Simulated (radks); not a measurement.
Spherical quantum dot in the effective-mass picture: electrons in a hard-walled sphere of radius 1.3, with a point charge +2 (a donor) at the centre, all in effective atomic units (hartree* = m*/eps^2 hartree, bohr* = eps/m* bohr), one dielectric constant everywhere. Method: non-relativistic Kohn-Sham, PBE, spin-polarised, spherical densities; computed with a radial shooting solver with Libxc functionals. Levels are named by radial order and angular momentum (1s, 1p, 1d, 2s, ...), and open shells are averaged over m. At N = 34 the configuration is 1s2 1p6 1d10 2s2 1f14. Does electron 35 go into 1g up or 2p up?

Answer. Into 1g up. The total energies of the other choices lie higher by 0.00114 hartree* (2p up).
